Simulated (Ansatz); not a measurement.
Reaction (ligand exchange at a Ge–C bond): `C[CH2][GeH2][NH2]` + CH₃NH₂ → `C[NH][GeH2][NH2]` + `CC`

Gas-phase electronic energies from Ansatz, PBE0-D4/def2-TZVP geometries. CCSD(T)/CBS is the MP2 limit (def2-TZVPP, def2-QZVPP) plus CCSD(T) − MP2 in def2-TZVPP, frozen cores. This one scheme is used for every species. Functionals use def2-TZVPP. B3LYP here is the variant with VWN-RPA as its local correlation; programs differ in this. HSE06 is defined as in plane-wave codes. For Ge outer-core shells are correlated without core-valence functions, which leaves a few kJ/mol of doubt a bond. Scalar relativity is left out up to krypton. Each species was taken in one conformer, which may not be the lowest.

| level | ΔE (kJ/mol) | difference from CCSD(T)/CBS |
| --- | --- | --- |
| PBE-D4 | -26.6 | 2.3 |
| BLYP-D4 | -31.3 | -2.4 |
| r2SCAN-D4 | -31.0 | -2.1 |
| B3LYP-D4 | -31.8 | -2.9 |
| r2SCANh-D4 | -31.0 | -2.1 |
| r2SCAN0-D4 | -30.9 | -2.0 |
| HSE06-D4 | -27.7 | 1.2 |
| CAM-B3LYP-D4 | -33.3 | -4.4 |
| PBE | -27.2 | 1.7 |
| BLYP | -32.2 | -3.3 |
| r2SCAN0 | -31.2 | -2.3 |
| LC-ωPBE | -29.8 | -0.9 |
| HF/def2-SVP | -41.3 | -12.4 |
| CCSD/def2-SVP | -37.6 | -8.7 |
| MP2/def2-QZVPP | -30.2 | -1.3 |
| SCS-MP2/def2-QZVPP | -32.6 | -3.7 |
| CCSD(T)/CBS | -28.9 | 0 |

Largest T1 diagnostic among the species: 0.010.

From BLYP to BHLYP (50 % exact exchange), in def2-TZVPP and without D4, ΔE moves by −3.0 kJ/mol. Leaving LDA and LC-ωPBE aside and taking each functional with its dispersion term where it has one, the values, not all of them listed here, spread over 7.5 kJ/mol, from BHLYP-D4 to PBE-D4. In def2-TZVPP, CCSD(T) changes the Hartree–Fock value by +10.3 kJ/mol (the triples alone add +0.8 kJ/mol) and MP2 by +9.5 kJ/mol.

CCSD(T)/CBS has its own doubt, a few kJ/mol and more with outer-core shells, so smaller differences from it don't rank the levels.
